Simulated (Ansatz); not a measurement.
`[F][GeH]([F])[Cl]` → `[F][Ge][Cl]` + H–F  (germylene formation by 1,1-elimination)

Program: Ansatz. Geometries: PBE0-D4/def2-TZVP. ΔE: electronic, gas phase. CBS: MP2 limit from def2 TZ/QZ plus the TZ coupled-cluster correction, frozen cores. This one scheme is used for every species. DFT in def2-TZVPP. For Ge outer-core shells are correlated without core-valence functions, which leaves a few kJ/mol of doubt a bond. Scalar relativity is left out up to krypton.

`[F][GeH]([F])[Cl]`:

```xyz
5

F    -0.983   -0.357   -1.341
Ge    0.101   -0.035   -0.054
F     0.379    1.655   -0.111
Cl   -0.897   -0.465    1.754
H     1.401   -0.798   -0.248
```

`[F][Ge][Cl]`:

Cartesian coordinates in Å:
```
F 1.303 -0.220 -0.621
Ge -0.429 -0.023 -0.748
Cl -0.874 0.243 1.369
```

H–F:

Cartesian coordinates in Å:
```
F 0.018 0.254 0.383
H -0.018 -0.254 -0.383
```

```tsv
level	ΔE (kcal/mol)
revPBE-D4	18.9
ωB97M-V	23.6
```

Problem. What does CCSD(T)/CBS give? (An estimate is asked.)

Solution. Ansatz gave: +23.6 kcal/mol. The listed levels differ from it by -4.7, 0.0 kcal/mol.

Largest T1 diagnostic among the species: 0.014.

At CCSD(T), def2-SVP lies +6.6 kcal/mol from the extrapolated value and def2-TZVPP +4.7 kcal/mol. From BLYP to BHLYP (50 % exact exchange), in def2-TZVPP and without D4, ΔE moves by +11.2 kcal/mol.
